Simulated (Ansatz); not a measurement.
Total energies of the cluster Te₄Pb₂ from Ansatz at HSE06-D4/def2-TZVPD, gas phase (1 Eh = 27.2114 eV = 2625.5 kJ/mol). The reference geometry is relaxed at PBE-D4/def2-SVP.

```tsv
atom	x (Å)	y (Å)	z (Å)
Pb1	-0.098	-0.514	2.302
Pb2	-0.563	1.899	-1.286
Te3	1.781	1.328	0.547
Te4	-0.490	-2.469	0.181
Te5	1.626	0.090	-1.928
Te6	-2.256	-0.333	0.184
```

```
                 state   geometry  energy (Eh)
      charge 0 singlet  reference  -1458.19013
     charge -1 doublet  reference  -1458.23245
free Pb atom (triplet)          –   -192.83617
free Te atom (triplet)          –   -267.99323
```

In the def2 sets Pb, Te take a core potential; there is no spin–orbit coupling. HSE06 is defined as in plane-wave codes, on full-range PBE exchange.

Task: Work out the vertical electron affinity, to the doublet.

Result: E(charge 0 singlet) − E(charge -1 doublet) = -1458.19013 − (-1458.23245) = 0.04232 Eh = 1.15 eV.

Task: What is the binding energy per atom against free atoms?

Result: Atoms: 2 × (-192.83617) + 4 × (-267.99323) = -1457.64526 Eh. Binding: -1457.64526 − (-1458.19013) = 0.54487 Eh = 14.83 eV, or 2.47 eV for each of 6 atoms (no zero-point energy, no counterpoise term).

At HSE06-D4/def2-TZVPD the highest occupied level of the charge -1 doublet lies above zero (up to 0.38 eV). By energy differences its removal costs 1.15 eV (vertical, to the charge 0 singlet, at HSE06-D4/def2-TZVPD); a positive level beside a positive removal energy at the same level points to self-interaction error. 

The structure comes from a short search, and lower isomers may exist.
